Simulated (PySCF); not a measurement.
PySCF input file for 2-silylethylsilane (C2H10Si2), SMILES [SiH3]CC[SiH3], TDDFT-PBE/def2-SVPD. Coordinates come from a B3LYP-D3(BJ)/def2-SVP optimisation. Other conformers were not sampled.

```python
import numpy as np
from pyscf import gto, scf, dft, tdscf

mol = gto.M(
    atom='''
    Si    0.05304025   -2.31252160    0.00000000
    C    -0.56654955   -0.52310878   -0.00000000
    C     0.56654955    0.52310878    0.00000000
    Si   -0.05304025    2.31252160   -0.00000000
    H     0.89183797   -2.56311165   -1.21055967
    H    -1.08924644   -3.27484419   -0.00000000
    H     0.89183795   -2.56311165    1.21055967
    H    -1.21982646   -0.38679270   -0.88031535
    H    -1.21982647   -0.38679270    0.88031535
    H     1.21982646    0.38679270    0.88031535
    H     1.21982647    0.38679270   -0.88031535
    H    -0.89183795    2.56311165   -1.21055967
    H     1.08924644    3.27484419    0.00000000
    H    -0.89183797    2.56311165    1.21055967
    ''',
    basis='def2-SVPD',
    charge=0,
    spin=0,
    symmetry=True,
    max_memory=1600,
    verbose=4,
)
mf = dft.RKS(mol, xc='pbe').density_fit(auxbasis='def2-universal-jkfit')
mf.grids.level = 3
mf.conv_tol = 1e-9
mf.max_cycle = 100
mf.kernel()
mf.grids = dft.Grids(mol).set(level=1).build(with_non0tab=True)  # coarser grid for the response kernel
td = tdscf.TDDFT(mf)
td.singlet = True
td.nstates = 10
td.conv_tol = 1e-4
td.positive_eig_threshold = 1e-6
td.kernel(x0=td.get_init_guess(mf, 15))
td.analyze()
tt = tdscf.TDA(mf)
tt.singlet = False
tt.nstates = 4
tt.conv_tol = 1e-4
tt.positive_eig_threshold = 1e-6
tt.kernel(x0=tt.get_init_guess(mf, 9))
tt.analyze(verbose=3)
```

Log of the run:

```
PySCF version 2.14.0

[INPUT] verbose = 4
[INPUT] num. atoms = 14
[INPUT] num. electrons = 50
[INPUT] charge = 0
[INPUT] spin (= nelec alpha-beta = 2S) = 0
[INPUT] symmetry True subgroup None
[INPUT] Mole.unit = angstrom
[INPUT] Symbol           X                Y                Z      unit          X                Y                Z       unit  Magmom
[INPUT]  1 Si     0.053040250000  -2.312521600000   0.000000000000 AA    0.100231546078  -4.370032481141   0.000000000000 Bohr   0.0
[INPUT]  2 C     -0.566549550000  -0.523108780000   0.000000000000 AA   -1.070623485496  -0.988532327555   0.000000000000 Bohr   0.0
[INPUT]  3 C      0.566549550000   0.523108780000   0.000000000000 AA    1.070623485496   0.988532327555   0.000000000000 Bohr   0.0
[INPUT]  4 Si    -0.053040250000   2.312521600000   0.000000000000 AA   -0.100231546078   4.370032481141   0.000000000000 Bohr   0.0
[INPUT]  5 H      0.891837970000  -2.563111650000  -1.210559670000 AA    1.685329510788  -4.843579045182  -2.287626233744 Bohr   0.0
[INPUT]  6 H     -1.089246440000  -3.274844190000   0.000000000000 AA   -2.058377453757  -6.188558619723   0.000000000000 Bohr   0.0
[INPUT]  7 H      0.891837950000  -2.563111650000   1.210559670000 AA    1.685329472994  -4.843579045182   2.287626233744 Bohr   0.0
[INPUT]  8 H     -1.219826460000  -0.386792700000  -0.880315350000 AA   -2.305137928898  -0.730932269981  -1.663554914751 Bohr   0.0
[INPUT]  9 H     -1.219826470000  -0.386792700000   0.880315350000 AA   -2.305137947795  -0.730932269981   1.663554914751 Bohr   0.0
[INPUT] 10 H      1.219826460000   0.386792700000   0.880315350000 AA    2.305137928898   0.730932269981   1.663554914751 Bohr   0.0
[INPUT] 11 H      1.219826470000   0.386792700000  -0.880315350000 AA    2.305137947795   0.730932269981  -1.663554914751 Bohr   0.0
[INPUT] 12 H     -0.891837950000   2.563111650000  -1.210559670000 AA   -1.685329472994   4.843579045182  -2.287626233744 Bohr   0.0
[INPUT] 13 H      1.089246440000   3.274844190000   0.000000000000 AA    2.058377453757   6.188558619723   0.000000000000 Bohr   0.0
[INPUT] 14 H     -0.891837970000   2.563111650000   1.210559670000 AA   -1.685329510788   4.843579045182   2.287626233744 Bohr   0.0

nuclear repulsion = 209.058556263902
point group symmetry = C2h
symmetry origin: [ 0.00000000e+00 -1.77635684e-17  0.00000000e+00]
symmetry axis x: [ 1.00000000e+00  8.67818205e-10 -1.01971751e-08]
symmetry axis y: [ 8.67818205e-10 -1.00000000e+00 -1.05001597e-16]
symmetry axis z: [1.01971751e-08 4.94904454e-17 1.00000000e+00]
num. orbitals of irrep Ag = 53
num. orbitals of irrep Bg = 31
num. orbitals of irrep Au = 31
num. orbitals of irrep Bu = 53
number of shells = 76
number of NR pGTOs = 244
number of NR cGTOs = 168
basis = def2-SVPD
ecp = {}


[settings echo left out]
init E= -660.281509147346
HOMO (Ag) = -0.320802237726697  LUMO (Ag) = -0.0496015924688789  gap/eV = 7.37975
cycle= 1 E= -660.47430049077  delta_E= -0.193  |g|= 0.449  |ddm|= 4.17
HOMO (Ag) = -0.182632003517345  LUMO (Ag) = 8.37108923490426e-05  gap/eV = 4.97195
cycle= 2 E= -660.359144844428  delta_E= 0.115  |g|= 0.773  |ddm|= 1.69
HOMO (Ag) = -0.25390482401244  LUMO (Ag) = -0.0191931547555417  gap/eV = 6.38683
cycle= 3 E= -660.53077681888  delta_E= -0.172  |g|= 0.0702  |ddm|= 1.16
HOMO (Ag) = -0.250177052308843  LUMO (Ag) = -0.0192074038575911  gap/eV = 6.28500
cycle= 4 E= -660.532581575998  delta_E= -0.0018  |g|= 0.0104  |ddm|= 0.175
HOMO (Ag) = -0.251640319107976  LUMO (Ag) = -0.0199065438596864  gap/eV = 6.30580
cycle= 5 E= -660.532627529435  delta_E= -4.6e-05  |g|= 0.0023  |ddm|= 0.0269
HOMO (Ag) = -0.251284695676793  LUMO (Ag) = -0.0196978839529454  gap/eV = 6.30180
cycle= 6 E= -660.532629892852  delta_E= -2.36e-06  |g|= 0.000486  |ddm|= 0.00651
HOMO (Ag) = -0.251293848712368  LUMO (Ag) = -0.0197060263111442  gap/eV = 6.30183
cycle= 7 E= -660.532629984532  delta_E= -9.17e-08  |g|= 6.36e-05  |ddm|= 0.00122
HOMO (Ag) = -0.251291629761647  LUMO (Ag) = -0.0197040575053227  gap/eV = 6.30182
cycle= 8 E= -660.532629986042  delta_E= -1.51e-09  |g|= 1.65e-05  |ddm|= 0.000179
HOMO (Ag) = -0.251294501987902  LUMO (Ag) = -0.0197053827552489  gap/eV = 6.30186
cycle= 9 E= -660.532629986159  delta_E= -1.17e-10  |g|= 3.48e-06  |ddm|= 4.82e-05
HOMO (Ag) = -0.251293939292778  LUMO (Ag) = -0.019705310832415  gap/eV = 6.30185
Extra cycle  E= -660.53262998616  delta_E= -1.14e-12  |g|= 2.99e-06  |ddm|= 1.87e-05
converged SCF energy = -660.53262998616
tot grids = 47904
Overwritten attributes  positive_eig_threshold  of <class 'pyscf.tdscf.rks.CasidaTDDFT'>


******** <class 'pyscf.tdscf.rks.CasidaTDDFT'> for <class 'pyscf.df.df_jk.DFSymAdaptedRKS'> ********
nstates = 10 singlet
deg_eia_thresh = 1.000e-03
wfnsym = None
conv_tol = 0.0001
eigh lindep = 1e-12
eigh level_shift = 0
eigh max_cycle = 100


Excitation energies (eV)
[6.39828543 7.08721757 7.11876099 7.22189284 7.4867918  7.55542665
 7.57479618 7.59697424 7.64962655 7.71552819]

** Singlet excitation energies and oscillator strengths **
Excited State   1:   Ag      6.39829 eV    193.78 nm  f=0.0000
      25 -> 26       -0.70274
Excited State   2:   Bu      7.08722 eV    174.94 nm  f=0.0515
      25 -> 27        0.62478
      25 -> 29       -0.30657
Excited State   3:   Ag      7.11876 eV    174.17 nm  f=0.0000
      25 -> 28       -0.69711
Excited State   4:   Bu      7.22189 eV    171.68 nm  f=0.3176
      25 -> 27        0.28857
      25 -> 29        0.63314
Excited State   5:   Au      7.48679 eV    165.60 nm  f=0.0009
      22 -> 26       -0.22802
      25 -> 30        0.66751
Excited State   6:   Bg      7.55543 eV    164.10 nm  f=0.0000
      24 -> 26        0.68667
      25 -> 31        0.16089
Excited State   7:   Au      7.57480 eV    163.68 nm  f=0.0130
      22 -> 26       -0.66618
      25 -> 30       -0.22204
Excited State   8:   Ag      7.59697 eV    163.20 nm  f=0.0000
      23 -> 26        0.69897
Excited State   9:   Bg      7.64963 eV    162.08 nm  f=0.0000
      24 -> 26       -0.15494
      25 -> 31        0.68241
Excited State  10:   Bu      7.71553 eV    160.69 nm  f=0.1120
      21 -> 26       -0.68151
      25 -> 27        0.10504

** Transition electric dipole moments (AU) **
state          X           Y           Z        Dip. S.      Osc.
  1        -0.0000     -0.0000     -0.0000      0.0000      0.0000
  2        -0.1525      0.5225      0.0000      0.2963      0.0515
  3        -0.0000      0.0000      0.0000      0.0000      0.0000
  4        -0.2014      1.3245     -0.0000      1.7947      0.3176
  5         0.0000      0.0000     -0.0687      0.0047      0.0009
  6        -0.0000      0.0000      0.0000      0.0000      0.0000
  7        -0.0000     -0.0000     -0.2651      0.0703      0.0130
  8         0.0000     -0.0000      0.0000      0.0000      0.0000
  9        -0.0000      0.0000     -0.0000      0.0000      0.0000
 10         0.1686      0.7510     -0.0000      0.5924      0.1120

** Transition velocity dipole moments (imaginary part, AU) **
state          X           Y           Z        Dip. S.      Osc.
  1        -0.0000     -0.0000     -0.0000      0.0000      0.0000
  2        -0.0388      0.1407     -0.0000      0.0213      0.0545
  3        -0.0000      0.0000      0.0000      0.0000      0.0000
  4        -0.0572      0.3614     -0.0000      0.1339      0.3363
  5         0.0000      0.0000     -0.0163      0.0003      0.0006
  6        -0.0000      0.0000      0.0000      0.0000      0.0000
  7        -0.0000     -0.0000     -0.0826      0.0068      0.0164
  8         0.0000     -0.0000      0.0000      0.0000      0.0000
  9        -0.0000      0.0000     -0.0000      0.0000      0.0000
 10         0.0512      0.2179     -0.0000      0.0501      0.1178

** Transition magnetic dipole moments (imaginary part, AU) **
state          X           Y           Z
  1         0.0000      0.0000      0.8657
  2         0.0000      0.0000     -0.0000
  3         0.0000     -0.0000     -0.5015
  4         0.0000      0.0000     -0.0000
  5        -0.0000      0.0000      0.0000
  6        -1.2522     -0.5943     -0.0000
  7        -0.0000      0.0000     -0.0000
  8         0.0000      0.0000     -1.2561
  9        -0.4216      0.0090     -0.0000
 10         0.0000      0.0000     -0.0000
Overwritten attributes  positive_eig_threshold  of <class 'pyscf.tdscf.rks.TDA'>


******** <class 'pyscf.tdscf.rks.TDA'> for <class 'pyscf.df.df_jk.DFSymAdaptedRKS'> ********
nstates = 4 triplet
deg_eia_thresh = 1.000e-03
wfnsym = None
conv_tol = 0.0001
eigh lindep = 1e-12
eigh level_shift = 0
eigh max_cycle = 100


Excitation energies (eV)
[6.15590225 6.69125029 6.90267914 7.04170475]

** Triplet excitation energies and oscillator strengths **
Excited State   1:   Ag      6.15590 eV    201.41 nm  f=0.0000
Excited State   2:   Bu      6.69125 eV    185.29 nm  f=0.0000
Excited State   3:   Ag      6.90268 eV    179.62 nm  f=0.0000
Excited State   4:   Bu      7.04170 eV    176.07 nm  f=0.0000
```

The run converged.
